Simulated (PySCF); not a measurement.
# Shifts of the heteroatoms

Bonds (- single, = double, # triple, : aromatic): F1-C2, C2-C3, C3-C4, C4=C5, C5-O6, O6-Si7, C4-C8, C8-F9, C8-F10, C8-F11. C2 carries H12, H13; C3 carries H14, H15; C5 carries H16; Si7 carries H17, H18, H19. Stereochemistry as in FCC/C(=C\O[SiH3])C(F)(F)F.

- shielding tensors at PBE0/pcSseg-1 (GIAO)
- coordinates at the GFN2-xTB level
- run in PySCF
- in vacuum, no relativistic terms, rapidly exchanging positions averaged, a single conformation

(1) Predict the 19F NMR data.

(2) Predict the 29Si NMR data.

(3) What are the 17O shifts?

## Answers

(1) 
```tsv
atoms	environment	σ (ppm)	δ (ppm)
F9/F10/F11	fluorine of a CF3 group	246.3	-61.6
F1	fluorine on an sp3 carbon	412.5	-211.7
```

Shieldings were converted by a linear fit to measured shifts: 19F: δ = 146.13 − 0.903σ +14.6 on sp3 carbon (rms 6.0 ppm, 223 shifts, 7.0 ppm with the 5 outliers that the fit left out vs CFCl3, solution or neat liquid). A few per cent of atoms miss by over 2 rms, more outside the fitted compound classes.

On a 300 MHz spectrometer 19F resonates near 282.3 MHz, so 1 ppm is 282.3 Hz.

(2) 
```json
{"atoms": "Si7", "environment": "silicon bonded to O, 3 H", "σ (ppm)": "379.5", "δ (ppm)": "-32.0"}
```

Shieldings were converted by a linear fit to measured shifts: 29Si (scatter 8.9 ppm rms, 25.8 ppm with the 6 outliers that the fit left out vs TMS, solution or neat liquid). Occasional misses reach two or three times the rms, and more in compound classes unlike the fitted ones.

On a 500 MHz spectrometer 29Si resonates near 99.3 MHz, so 1 ppm is 99.3 Hz.

(3) 
| atoms | environment | σ (ppm) | δ (ppm) |
| --- | --- | --- | --- |
| O6 | oxygen bonded to C, Si | 238.1 | 49.9 |

Shieldings were converted by a linear fit to measured shifts: 17O: δ = 266.70 − 0.911σ (rms 10.7 ppm, 155 shifts, 12.2 ppm with the 3 outliers that the fit left out vs liquid water, solution or neat liquid). Occasional misses reach two or three times the rms, and more in compound classes unlike the fitted ones.

On a 300 MHz spectrometer 17O resonates near 40.7 MHz, so 1 ppm is 40.7 Hz.
